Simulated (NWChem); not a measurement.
Species: SiHF, singlet; SMILES F[SiH]

Computed with NWChem. Low-valent species are run as closed-shell singlets; no triplet was tried in these runs. The geometry was optimised at PBE0/def2-SVP. Level: PBE0/def2-SVP with SMD (1 M gas to 1 M solution), gas-phase geometry. Reactions with the solvent are ignored.

Question: Estimate the computed values for solvent n-hexane. Quantities: solvation free energy (kcal/mol); cavity-dispersion-structure term (kcal/mol); dipole in solution (D).

Answer: 
```json
{
 "solvation free energy (kcal/mol)": "-1.7",
 "cavity-dispersion-structure term (kcal/mol)": "-0.6",
 "dipole in solution (D)": "1.12"
}
```
